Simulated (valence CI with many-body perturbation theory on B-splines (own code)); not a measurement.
Pr⁵⁴⁺: E2, E3, M1, M2 decay

Computed by relativistic CI+MBPT: three valence electrons over a frozen Dirac-Fock core [He], radial functions for each j: 11 s, 11 p, 9 d, 7 f, 5 g, 2 h, 1 i, with the one-electron correlation potential Σ1 (screened to all orders), the two-electron term Σ2, the three-electron term Σ3, Breit, model QED; selected single and double excitations, second order for the rest (own B-spline code, finite nucleus).

The last digits are not significant, and no measured levels were compared; by estimate large intervals hold to a few tenths of a per cent, small ones and those within an open d or f shell to about a per cent.

Lines 1 to 28 of 28 in falling wavelength, among levels below 7521.8 eV, chosen from the decays that carry over 1 % of a level's rate. Wavelengths and rates use the calculated energies. Electric multipoles are in the length gauge, E1 and E2 with the static RPA response of the core. Weak lines are less certain than strong ones. Lines between different terms over intervals too small for the method are left out, as are lines whose strength nearly cancels. The highest levels of a list are the least certain.

Levels are named by their leading jj configuration (3d3/2^4 stands for four electrons in 3d with j = 3/2), which in mixed levels can hold well under half, so a name can repeat and another be missing. Letters in brackets count levels of one name in rising energy.

```tsv
λ vac (Å)	Upper	Lower	Type	A (s⁻¹)	Branch %
26.23	(2s 2p1/2 2p3/2) J=3/2 [a]	(2s 2p1/2^2) J=1/2	M1	6.82e+08	7.1
25.07	(2s 2p3/2 3d5/2) J=9/2	(2s 2p1/2 3d5/2) J=7/2	M1	6.58e+08	2.3
23.42	(2s^2 2p3/2) J=3/2	(2s^2 2p1/2) J=1/2	M1	6.79e+08	26.3
2.117	(2s^2 3p1/2) J=1/2	(2s^2 2p3/2) J=3/2	E2	7.63e+11	19.0
2.102	(2s 2p3/2 3p3/2) J=7/2	(2s 2p3/2^2) J=3/2	E2	2.02e+10	2.1
2.073	(2s 2p3/2 3p3/2) J=7/2	(2s 2p3/2^2) J=5/2	E2	2.48e+11	25.8
2.069	(2s 2p3/2 3p3/2) J=1/2 [b]	(2s 2p3/2^2) J=3/2	E2	4.32e+11	7.5
2.067	(2s 2p1/2 3p3/2) J=5/2	(2s 2p1/2 2p3/2) J=5/2	E2	2.09e+11	1.5
2.061	(2s^2 3p3/2) J=3/2	(2s^2 2p3/2) J=3/2	E2	3.73e+11	3.9
2.043	(2s 2p3/2 3d5/2) J=9/2	(2s 2p3/2^2) J=5/2	M2	1.32e+10	46.3
2.043	(2s 2p3/2 3d5/2) J=9/2	(2s 2p3/2^2) J=5/2	E3	7.35e+08	2.6
2.040	(2s 2p3/2 3p3/2) J=1/2 [b]	(2s 2p3/2^2) J=5/2	E2	1.55e+11	2.7
1.909	(2s 2p3/2 3p3/2) J=7/2	(2s 2p1/2 2p3/2) J=5/2	E2	2.04e+11	21.2
1.906	(2s 2p1/2 3p3/2) J=5/2	(2s 2p1/2^2) J=1/2	E2	4.16e+11	3.0
1.899	(2s 2p3/2 3p3/2) J=7/2	(2s 2p1/2 2p3/2) J=3/2 [a]	E2	3.09e+11	32.1
1.898	(2s 2p3/2 3p3/2) J=1/2 [b]	(2s 2p1/2 2p3/2) J=3/2 [b]	E2	4.39e+11	7.6
1.894	(2s^2 3p3/2) J=3/2	(2s^2 2p1/2) J=1/2	E2	4.44e+11	4.7
1.884	(2s 2p3/2 3d5/2) J=9/2	(2s 2p1/2 2p3/2) J=5/2	M2	3.68e+09	12.9
1.884	(2s 2p3/2 3d5/2) J=9/2	(2s 2p1/2 2p3/2) J=5/2	E3	6.75e+08	2.4
1.874	(2s 2p3/2 3d5/2) J=9/2	(2s 2p1/2 2p3/2) J=3/2 [a]	E3	1.27e+09	4.4
1.850	(2p1/2 2p3/2 3d3/2) J=7/2	(2s 2p1/2 2p3/2) J=3/2 [b]	E2	8.05e+11	14.5
1.838	(2p1/2^2 3d3/2) J=3/2	(2s 2p1/2^2) J=1/2	E2	2.13e+12	1.9
1.835	(2p1/2 2p3/2 3d3/2) J=7/2	(2s 2p1/2 2p3/2) J=5/2	E2	1.07e+12	19.4
1.829	(2p1/2 2p3/2 3d3/2) J=5/2 [a]	(2s 2p1/2 2p3/2) J=3/2 [a]	E2	1.02e+12	1.4
1.828	(2p1/2 2p3/2 3d3/2) J=1/2 [a]	(2s 2p1/2 2p3/2) J=3/2 [a]	E2	1.95e+12	1.9
1.825	(2p1/2 2p3/2 3d3/2) J=7/2	(2s 2p1/2 2p3/2) J=3/2 [a]	E2	2.67e+11	4.8
1.823	(2p1/2 2p3/2 3d5/2) J=9/2	(2s 2p1/2 2p3/2) J=5/2	E2	2.23e+12	73.2
1.818	(2p1/2 2p3/2 3d5/2) J=7/2 [a]	(2s 2p1/2 2p3/2) J=3/2 [a]	E2	1.93e+12	8.6
```
